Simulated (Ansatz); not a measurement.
The first iterations of a band of AlBrH$_{6}$OSi$_{2}$ (11 atoms, charge 0, multiplicity 1).

Method: Ansatz, RKS B3LYP-D4/def2-SVP.

| Property | Result |
| --- | --- |
| movable images | 5 |
| climbing image | yes |
| spring | 5.0 eV/Å² |
| optimiser | fire |
| start path | through a guess of the saddle point |
| force threshold | 0.03 eV/Å |
| iteration limit | 60 |
| end points | relaxed |
| largest step | 0.02 Å |

Initial state:

```xyz
11
Properties=species:S:1:pos:R:3
O -0.954 1.652 -0.533
Si -0.725 0.064 -0.022
Si 0.487 -1.058 -1.696
Al 0.433 0.169 2.140
Br 0.372 2.318 2.936
H -0.984 2.316 0.168
H -2.031 -0.661 0.148
H -0.198 -0.987 -3.020
H 1.855 -0.472 -1.828
H 0.629 -2.493 -1.299
H 1.182 -0.904 3.026
```

Final state:

```xyz
11
Properties=species:S:1:pos:R:3
O -1.100 1.621 -0.483
Si -0.783 0.036 -0.012
Si 0.499 -1.021 -1.681
Al 0.394 0.140 2.138
Br 0.625 2.338 2.751
H -0.900 2.302 0.174
H -2.060 -0.739 0.129
H -0.177 -0.991 -3.011
H 1.830 -0.351 -1.804
H 0.728 -2.445 -1.284
H 1.010 -0.947 3.104
```

| iteration | highest image above the first end (eV) | largest band force component (eV/Å) |
| --- | --- | --- |
| 1 | 0.770 | 4.097 |
| 2 | 0.586 | 3.235 |
| 3 | 0.457 | 2.506 |
| 4 | 0.373 | 1.893 |
| 5 | 0.339 | 1.384 |
| 6 | 0.308 | 0.971 |
| 7 | 0.286 | 0.723 |
| 8 | 0.261 | 0.499 |
| 9 | 0.252 | 0.453 |
| 10 | 0.236 | 0.365 |
| 11 | 0.218 | 0.321 |
| 12 | 0.212 | 0.311 |
| 13 | 0.202 | 0.293 |
| 14 | 0.189 | 0.267 |
| 15 | 0.173 | 0.236 |
| 16 | 0.159 | 0.207 |
| 17 | 0.157 | 0.206 |
| 18 | 0.152 | 0.202 |
| 19 | 0.146 | 0.192 |
| 20 | 0.139 | 0.176 |

Question: Does the band converge within its limit, and where does its top end?

Answer: The run ended unconverged. It ended after 60 iterations with the highest image 0.080 eV above the first end. The band didn't meet its force threshold, so its energies are provisional: the largest band force was still 0.32 eV/Å, and over the last iterations the top stayed at 0.08 eV.

The run took 14 min on 2 threads of Intel(R) Xeon(R) Platinum 8488C (Sapphire Rapids) (shared host), peak memory 0.38 GiB.
